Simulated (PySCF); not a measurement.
Computed with ωB97X-D3(BJ)/def2-TZVP // PBE0-D3(BJ)/def2-TZVP (PySCF). Isolated molecules, 0 K electronic values unless said otherwise. 

Reference species (SMILES): `C=[SiH2]` (neutral, multiplicity 1).

```
Quantity        Value
-------------  ------
dipole moment  0.92 D
```

Changed species: `C=[SiH]C` (whole molecule; the reference has whole molecule).

**Question.** Predict the effect on the dipole moment.

**Answer.** the dipole moment increases by 0.91 D, to 1.83 D.
